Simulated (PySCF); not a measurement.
This PySCF input asks for the NMR shieldings of SMILES C1[C@@H](F)[SiH2]SCSC1, C4H9FS2Si; the geometry comes from GFN2-xTB.

```python
import basis_set_exchange as bse
import numpy as np
from pyscf import gto, dft
from pyscf.prop import nmr

atoms = """
F    -1.051976   -0.476938    1.690844
C    -1.179252    0.517703    0.727405
C    -1.493172   -0.136974   -0.612262
C    -0.450578   -1.154169   -1.049620
S     1.170532   -0.424740   -1.474074
C     2.124827   -0.711442    0.036376
S     2.200351    0.694094    1.206916
Si    0.353545    1.691247    0.788440
H    -2.054137    1.102148    1.037046
H    -1.589697    0.647207   -1.364445
H    -2.451648   -0.660208   -0.536593
H    -0.285427   -1.901073   -0.273826
H    -0.780854   -1.655172   -1.959483
H     3.150062   -0.915136   -0.264951
H     1.710739   -1.571083    0.558527
H     0.407565    2.418245   -0.474267
H     0.212123    2.548322    1.954057
"""
names = dict.fromkeys(["F", "C", "S", "Si", "H"], "pcSseg-1")
basis = {el: gto.basis.parse(bse.get_basis(n, elements=[el], fmt="nwchem")) for el, n in names.items()}
mol = gto.M(atom=atoms, basis=basis, charge=0, verbose=0)
mf = dft.RKS(mol, xc="PBE0")
mf.grids.level = 2
mf.grids.alignment = dft.numint.BLKSIZE   # the property module wants whole blocks of grid points
mf.conv_tol = 1e-9
mf.kernel()

calc = nmr.RKS(mf)   # GIAO
C = mf.mo_coeff
Co = C[:, mf.mo_occ > 0]
resp = mf.gen_response(singlet=True, hermi=2)
def vind(x):   # induced exchange potential for any number of trial vectors
    d = np.einsum("pi,xij,qj->xpq", C, 2 * x.reshape(-1, C.shape[1], Co.shape[1]), Co, optimize=True)
    return np.einsum("xpq,pi,qj->xij", resp(d - d.transpose(0, 2, 1)), C, Co, optimize=True).ravel()
mo1, _ = nmr.rhf.solve_mo1(calc, with_cphf=vind)
sigma = calc.kernel(mo1)
for i, s in enumerate(sigma):   # ppm
    w = np.linalg.eigvalsh((s + s.T) / 2)
    print("%2d %-2s iso %8.1f  s11 %8.1f  s22 %8.1f  s33 %8.1f" % (i, mol.atom_pure_symbol(i), w.mean(), *w))
```

Q: What does it print?

A: 
```
 0 F  iso    425.2  s11    368.0  s22    447.5  s33    460.2
 1 C  iso     99.0  s11     62.0  s22     78.7  s33    156.3
 2 C  iso    147.4  s11    143.5  s22    146.3  s33    152.4
 3 C  iso    143.6  s11    122.0  s22    132.1  s33    176.8
 4 S  iso    489.3  s11    387.4  s22    412.4  s33    668.1
 5 C  iso    139.5  s11    109.9  s22    142.8  s33    165.8
 6 S  iso    593.1  s11    325.9  s22    575.7  s33    877.6
 7 Si iso    381.9  s11    312.4  s22    399.0  s33    434.2
 8 H  iso     26.6  s11     24.0  s22     25.4  s33     30.2
 9 H  iso     30.3  s11     26.7  s22     27.7  s33     36.4
10 H  iso     29.1  s11     23.6  s22     27.2  s33     36.5
11 H  iso     29.2  s11     25.2  s22     28.3  s33     34.0
12 H  iso     28.5  s11     21.3  s22     27.9  s33     36.4
13 H  iso     27.6  s11     20.2  s22     27.6  s33     35.0
14 H  iso     28.2  s11     22.6  s22     28.0  s33     34.1
15 H  iso     26.5  s11     23.3  s22     24.2  s33     32.1
16 H  iso     27.0  s11     22.8  s22     24.8  s33     33.4
```

These numbers come from an equivalent density-fitted implementation of the same equations, which agrees with the script to about 0.01 ppm for H and up to a few tenths of a ppm for heavy atoms, so last digits may differ.

Q: Turn these shieldings into chemical shifts. Referencing at the same level of theory: ¹⁹F (σref 170.95) vs CFCl3; ¹³C (σref 186.93), ²⁹Si (σref 349.16), ¹H (σref 31.72) vs TMS; ³³S (σref 503.73) vs CS2.

A: Averaging equivalent atoms: F 0: -254.3; C 1: 87.9; C 5: 47.4; C 3: 43.3; C 2: 39.6; S 4: 14; S 6: -89; Si 7: -32.7; H 15: 5.18; H 8: 5.16; H 16: 4.73; H 13: 4.10; H 14: 3.49; H 12: 3.20; H 10: 2.59; H 11: 2.56; H 9: 1.47 ppm. Unscaled 19F shifts against computed CFCl3 carry errors that often reach 10 to 50 ppm.

Size and cost of the density-fitted run: 202 basis functions, 77 s wall time on 1 thread of an Intel Xeon, shared host; peak memory 0.93 GiB.
